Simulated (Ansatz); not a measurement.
C4H3F5 (`FC1CC(F)(F)C1(F)F`), relaxed with RKS PBE-D4/def2-SVP in Ansatz from a rough embedded geometry. The force threshold is 0.03 eV/Å; the program also tests the step.

Total charge 0; spin multiplicity 1.

Start:

```xyz
12

F     0.362    2.285    0.240
C     0.207    0.906    0.538
C    -1.096    0.220    0.001
C    -0.232   -0.990   -0.146
F    -0.269   -1.888    0.852
F    -0.575   -1.774   -1.285
C     1.014   -0.092   -0.309
F     1.320    0.321   -1.542
F     2.199   -0.580    0.215
H     0.384    0.735    1.608
H    -1.447    0.684   -0.923
H    -1.868    0.173    0.752
```

Question: By how much does the energy fall, and how many steps does the optimiser take? (Estimate.)

Answer: Ansatz gave: 0.48 eV, in 6 steps, 1 of them rejected.

Question: Which bonds change most? (Estimate.)

Answer: The calculation gave: C4–F6 from 1.424 to 1.349 Å; F1–C2 from 1.419 to 1.365 Å; C3–C4 from 1.494 to 1.538 Å; C7–F9 from 1.384 to 1.349 Å.

Question: Give the relaxed structure. (An estimate is asked.)

Answer: The calculation gave: 
```xyz
12

F     0.373    2.239    0.112
C     0.213    0.945    0.519
C    -1.091    0.232    0.080
C    -0.257   -1.019   -0.244
F    -0.217   -1.903    0.793
F    -0.545   -1.689   -1.379
C     1.027   -0.125   -0.261
F     1.321    0.287   -1.519
F     2.138   -0.621    0.321
H     0.410    0.859    1.610
H    -1.472    0.689   -0.854
H    -1.899    0.107    0.822
```
